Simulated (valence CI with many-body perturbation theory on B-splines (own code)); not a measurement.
**E1 line list for Co XIV**

Calculated by configuration interaction combined with many-body perturbation theory (CI+MBPT): four valence electrons over a frozen Dirac-Fock core [Ne], a basis of 11 s, 11 p, 10 d, 8 f, 5 g, 2 h functions for each j, with the one-electron correlation potential Σ1, the two-electron term Σ2, the three-electron term Σ3, Breit, model QED; selected CI, second order for the rest, scaled by the run's own slope (own B-spline code, finite nucleus).

No measured spectrum was set against this ion. As an estimate, levels of excited configurations hold to 0.05 to 0.15 % of their energy, terms of the ground configuration to about 0.5 %. Among the levels kept, up to 560 cm⁻¹ of a level comes from second order outside the variational space, and about a tenth of that is noise between levels of different J, which matters for small intervals.

Lines 101 to 150 of 558 in falling wavelength, among levels below 1290300 cm⁻¹, chosen from the strongest by gf and those to the six lowest levels. Wavelengths and rates use the calculated energies, so an error of 200 cm⁻¹ moves a line at 27.86 nm by 0.056 % and its rate by three times that or more. Electric multipoles are in the length gauge, E1 and E2 with the static RPA response of the core. Weak lines are less certain than strong ones. Lines between different terms over intervals too small for the method are left out, as are lines whose strength nearly cancels. Where a level lies close to another of its J and parity, the split of strength between their lines is uncertain. The highest levels of a list are the least certain.

Names give the largest LS component (configuration and term), which can be under half, so a name can repeat, a term be missing and a line seem to break the LS rules; names also repeat where a configuration has a term twice. Letters in brackets count levels of one name in rising energy.

| λ vac (nm) | Upper | Lower | A (s⁻¹) | log gf | Branch % |
| --- | --- | --- | --- | --- | --- |
| 27.86 | 3p3.3d 3F°_3 [a] | 3s.3p2.3d 5D_4 | 1.79e+09 | -0.84 | 13.4 |
| 27.82 | 3p3.3d 3F°_4 [b] | 3s.3p2.3d 3D_3 [a] | 2.62e+09 | -0.56 | 11.7 |
| 27.81 | 3s.3p2.3d 3F_2 [c] | 3s2.3p.3d 3P°_1 | 6.81e+09 | -0.40 | 10.3 |
| 27.74 | 3s.3p2.3d 3D_3 [d] | 3s2.3p.3d 1D°_2 | 1.53e+09 | -0.91 | 3.0 |
| 27.44 | 3p3.3d 1F°_3 [a] | 3s.3p2.3d 3F_4 [b] | 1.57e+09 | -0.91 | 2.5 |
| 27.39 | 3p3.3d 3G°_5 | 3s.3p2.3d 3F_4 [a] | 2.71e+09 | -0.47 | 31.4 |
| 27.37 | 3p3.3d 3F°_3 [b] | 3s.3p2.3d 3G_4 | 7.18e+09 | -0.25 | 31.8 |
| 27.37 | 3p3.3d 3F°_4 [a] | 3s.3p2.3d 5D_4 | 4.31e+09 | -0.36 | 26.7 |
| 27.32 | 3p3.3d 3F°_4 [b] | 3s.3p2.3d 3G_5 | 7.64e+09 | -0.11 | 34.2 |
| 27.24 | 3s.3p.3d2 3H°_5 | 3s.3p2.3d 3F_4 [c] | 1.29e+09 | -0.80 | 4.8 |
| 27.22 | 3p3.3d 3P°_1 [c] | 3s.3p2.3d 3D_2 [a] | 4.65e+09 | -0.81 | 7.6 |
| 27.22 | 3s.3p2.3d 3D_3 [c] | 3s2.3p.3d 3P°_2 | 2.68e+09 | -0.68 | 4.7 |
| 27.15 | 3p3.3d 3F°_2 [b] | 3s.3p2.3d 3G_3 | 7.96e+09 | -0.36 | 35.8 |
| 27.08 | 3s.3p3 1D°_2 | 3s2.3p2 3P_2 | 1.45e+08 | -2.10 | 2.3 |
| 26.99 | 3p3.3d 3G°_4 | 3s.3p2.3d 3F_3 [a] | 2.71e+09 | -0.57 | 30.7 |
| 26.88 | 3s.3p3 1P°_1 | 3s2.3p2 1S_0 | 4.64e+09 | -0.82 | 10.2 |
| 26.80 | 3p3.3d 5D°_3 | 3s.3p2.3d 5D_4 | 2.70e+09 | -0.69 | 8.2 |
| 26.78 | 3p3.3d 3G°_3 | 3s.3p2.3d 3F_2 [a] | 2.99e+09 | -0.65 | 34.0 |
| 26.75 | 3p3.3d 5D°_2 | 3s.3p2.3d 5D_3 | 6.30e+09 | -0.47 | 17.3 |
| 26.71 | 3p3.3d 5D°_4 | 3s.3p2.3d 5D_4 | 3.38e+09 | -0.49 | 11.5 |
| 26.71 | 3p3.3d 5D°_1 | 3s.3p2.3d 5D_2 | 7.56e+09 | -0.62 | 21.9 |
| 26.64 | 3p3.3d 5D°_0 | 3s.3p2.3d 5D_1 | 1.44e+10 | -0.81 | 37.2 |
| 26.62 | 3s.3p2.3d 3F_4 [b] | 3s2.3p.3d 3F°_4 | 3.39e+09 | -0.49 | 6.0 |
| 26.61 | 3s.3p2.3d 3D_3 [d] | 3s2.3p.3d 3P°_2 | 1.61e+09 | -0.92 | 3.1 |
| 26.55 | 3p3.3d 5D°_3 | 3s.3p2.3d 5D_3 | 2.05e+09 | -0.82 | 6.2 |
| 26.52 | 3p3.3d 5D°_2 | 3s.3p2.3d 5D_1 | 3.97e+09 | -0.68 | 10.9 |
| 26.50 | 3p3.3d 3F°_4 [a] | 3s.3p2.3d 5F_5 | 4.58e+09 | -0.36 | 28.4 |
| 26.48 | 3s.3p2.3d 3F_3 [b] | 3s2.3p.3d 3F°_3 | 4.17e+09 | -0.51 | 7.9 |
| 26.47 | 3p3.3d 5D°_4 | 3s.3p2.3d 5D_3 | 1.94e+09 | -0.74 | 6.6 |
| 26.41 | 3p3.3d 5D°_3 | 3s.3p2.3d 5D_2 | 2.96e+09 | -0.66 | 9.0 |
| 26.40 | 3s.3p2.3d 3F_2 [b] | 3s2.3p.3d 3F°_2 | 5.90e+09 | -0.51 | 11.6 |
| 26.39 | 3s.3p2.3d 3D_3 [e] | 3s2.3p.3d 3D°_2 | 4.20e+09 | -0.51 | 5.7 |
| 26.35 | 3s.3p2.3d 3D_3 [e] | 3s2.3p.3d 3D°_3 | 9.40e+09 | -0.16 | 12.8 |
| 26.30 | 3s.3p3 1D°_2 | 3s2.3p2 3P_1 | 1.08e+08 | -2.25 | 1.7 |
| 26.13 | 3s.3p.3d2 3G°_4 | 3s.3p2.3d 3D_3 [d] | 4.36e+09 | -0.40 | 8.7 |
| 26.11 | 3s.3p.3d2 3F°_3 [a] | 3s.3p2.3d 3F_4 [b] | 2.20e+09 | -0.80 | 4.1 |
| 26.09 | 3s.3p2.3d 3D_2 [d] | 3s2.3p.3d 3D°_2 | 9.44e+09 | -0.32 | 12.7 |
| 26.02 | 3s.3p.3d2 3G°_5 | 3s.3p2.3d 3F_4 [c] | 9.10e+09 | 0.01 | 19.2 |
| 25.98 | 3s.3p.3d2 3F°_3 [b] | 3s.3p2.3d 3F_4 [b] | 3.71e+09 | -0.58 | 5.7 |
| 25.94 | 3s.3p2.3d 1D_2 [b] | 3s2.3p.3d 3D°_2 | 2.95e+09 | -0.83 | 5.3 |
| 25.89 | 3p3.3d 5D°_4 | 3s.3p2.3d 5F_5 | 1.29e+10 | 0.07 | 44.0 |
| 25.87 | 3s.3p2.3d 3D_2 [d] | 3s2.3p.3d 3D°_1 | 4.34e+09 | -0.66 | 5.9 |
| 25.83 | 3s.3p.3d2 3G°_3 | 3s.3p2.3d 3F_2 [c] | 1.26e+10 | -0.06 | 23.8 |
| 25.64 | 3s.3p2.3d 3D_3 [e] | 3s2.3p.3d 1D°_2 | 4.83e+09 | -0.48 | 6.6 |
| 25.64 | 3s.3p2.3d 3D_1 [d] | 3s2.3p.3d 3D°_1 | 1.56e+10 | -0.34 | 21.2 |
| 25.56 | 3s.3p.3d2 3G°_4 | 3s.3p2.3d 3D_3 [c] | 6.62e+09 | -0.23 | 13.2 |
| 25.53 | 3s.3p3 3S°_1 | 3s2.3p2 1D_2 | 5.91e+08 | -1.76 | 1.0 |
| 25.47 | 3p3.3d 1F°_3 [a] | 3s.3p2.3d 1F_3 [a] | 2.01e+09 | -0.86 | 3.2 |
| 25.44 | 3p3.3d 5D°_3 | 3s.3p2.3d 5F_4 | 1.00e+10 | -0.17 | 30.4 |
| 25.39 | 3p3.3d 1D°_2 [c] | 3s.3p2.3d 1P_1 [a] | 3.53e+09 | -0.77 | 4.9 |

(1) How does gf follow from A for the line at 26.88 nm?

Answers

(1) gf = 1.4992 × (2J+1)_upper × A / σ², with σ = 372009 cm⁻¹ and 2J+1 = 3: gf = 0.151.
